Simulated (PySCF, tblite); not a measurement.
Isomers of C5H7FNO (doublet state), one GFN2-xTB conformer each. Single-point energies are computed at B3LYP/pcH-1 (PySCF, gas phase, no added dispersion term), electronic only. GFN2-xTB treats the open shell by occupation alone, and not every SCF solution was tested for stability.

```tsv
SMILES	GFN2-xTB relative energy (kcal/mol)
CNC1=CO[C@@H](F)[CH]1	0.0
FCO[C@H]1C=N[CH]C1	4.7
```

Conformers: `[CH3:1][NH:2][C:3]1=[CH:4][O:5][C@@H:6]([F:7])[CH:8]1` (doublet state) with C1–N2–C3–C4 -19°; `[F:1][CH2:2][O:3][C@H:4]1[CH:5]=[N:6][CH:7][CH2:8]1` (doublet state) with F1–C2–O3–C4 70°, C2–O3–C4–C5 164°.

**Question.** What does B3LYP/pcH-1 give for the same structures?

**Answer.** 
```csv
SMILES,B3LYP/pcH-1 E (Eh),B3LYP/pcH-1 (kcal/mol),GFN2-xTB (kcal/mol),point group
CNC1=CO[C@@H](F)[CH]1,-424.51597,0.0,0.0,C1
FCO[C@H]1C=N[CH]C1,-424.51256,2.1,4.7,C1
```

Both levels put the same isomer lowest. As drawn, the lower has an N–H bond, which the higher lacks. Neighbours under 5.0 kcal/mol apart (CNC1=CO[C@@H](F)[CH]1 and FCO[C@H]1C=N[CH]C1) can change places with a better method, another conformer or zero-point energy.

**Question.** What happens when harmonic zero-point energies from GFN2-xTB frequencies are added?

**Answer.** 
```
               SMILES  ZPE (kcal/mol)  electronic (kcal/mol)  with ZPE (kcal/mol)
CNC1=CO[C@@H](F)[CH]1            70.7                    0.0                  0.0
   FCO[C@H]1C=N[CH]C1            70.6                    2.1                  2.1
```

The zero-point energies span 0.1 kcal/mol. The order is unchanged.
